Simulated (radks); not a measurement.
The erbium ion Er5+, configuration [Kr] 4d10 4f10 5s2 5p5. Method: non-relativistic Kohn-Sham, LDA (Slater exchange, Perdew-Wang correlation), spin-unpolarised, spherical densities, point nucleus; relativity is left out, which matters for an element this heavy; computed with a radial shooting solver on a logarithmic mesh with Libxc functionals.

Normalised radial functions P(r) = r R(r), r in bohr:

| r | 4s | 4d |
|---|---|---|
| 0.0007354 | 0.0580 | 0.0000 |
| 0.0008425 | 0.0660 | 0.0000 |
| 0.000973 | 0.0755 | 0.0000 |
| 0.001115 | 0.0857 | 0.0000 |
| 0.001277 | 0.0971 | 0.0000 |
| 0.001463 | 0.1098 | 0.0000 |
| 0.00169 | 0.1248 | 0.0000 |
| 0.001936 | 0.1405 | 0.0000 |
| 0.002218 | 0.1578 | 0.0001 |
| 0.002541 | 0.1767 | 0.0001 |
| 0.002935 | 0.1983 | 0.0002 |
| 0.003362 | 0.2203 | 0.0002 |
| 0.003852 | 0.2435 | 0.0003 |
| 0.004413 | 0.2676 | 0.0005 |
| 0.005097 | 0.2936 | 0.0008 |
| 0.005839 | 0.3177 | 0.0011 |
| 0.00669 | 0.3406 | 0.0017 |
| 0.007665 | 0.3609 | 0.0025 |
| 0.008852 | 0.3778 | 0.0037 |
| 0.01014 | 0.3874 | 0.0054 |
| 0.01162 | 0.3884 | 0.0079 |
| 0.01331 | 0.3782 | 0.0114 |
| 0.01537 | 0.3522 | 0.0168 |
| 0.01761 | 0.3102 | 0.0240 |
| 0.02018 | 0.2489 | 0.0341 |
| 0.02312 | 0.1667 | 0.0481 |
| 0.0267 | 0.0569 | 0.0685 |
| 0.03059 | -0.0660 | 0.0947 |
| 0.03505 | -0.2021 | 0.1293 |
| 0.04015 | -0.3421 | 0.1741 |
| 0.04637 | -0.4797 | 0.2346 |
| 0.05312 | -0.5815 | 0.3053 |
| 0.06086 | -0.6356 | 0.3891 |
| 0.06973 | -0.6221 | 0.4842 |
| 0.08053 | -0.5173 | 0.5921 |
| 0.09226 | -0.3271 | 0.6922 |
| 0.1057 | -0.0587 | 0.7781 |
| 0.1211 | 0.2582 | 0.8335 |
| 0.1399 | 0.5909 | 0.8378 |
| 0.1602 | 0.8349 | 0.7710 |
| 0.1836 | 0.9432 | 0.6207 |
| 0.2103 | 0.8652 | 0.3818 |
| 0.2429 | 0.5618 | 0.0427 |
| 0.2783 | 0.0999 | -0.3318 |
| 0.3188 | -0.4521 | -0.7165 |
| 0.3653 | -0.9854 | -1.0610 |
| 0.4218 | -1.4094 | -1.3280 |
| 0.4833 | -1.6005 | -1.4524 |
| 0.5537 | -1.5724 | -1.4429 |
| 0.6344 | -1.3667 | -1.3158 |
| 0.7326 | -1.0410 | -1.0923 |
| 0.8394 | -0.7174 | -0.8433 |
| 0.9616 | -0.4406 | -0.5994 |
| 1.102 | -0.2396 | -0.3904 |
| 1.272 | -0.1089 | -0.2237 |
| 1.458 | -0.0445 | -0.1187 |
| 1.67 | -0.0155 | -0.0561 |
| 1.913 | -0.0045 | -0.0232 |
| 2.21 | -0.0010 | -0.0078 |
| 2.532 | -0.0002 | -0.0023 |
| 2.9 | 0.0000 | -0.0006 |
| 3.323 | 0.0000 | -0.0001 |
| 3.838 | 0.0000 | 0.0000 |
| 4.397 | 0.0000 | 0.0000 |

4s: eigenvalue -439.77 eV, 3 radial nodes at r = 0.0285, 0.109, 0.285 bohr, <r> = 0.544 bohr, 90 % of the charge inside 0.781 bohr. 4d: eigenvalue -240.62 eV, 1 radial node at r = 0.247 bohr, <r> = 0.581 bohr, 90 % of the charge inside 0.871 bohr.
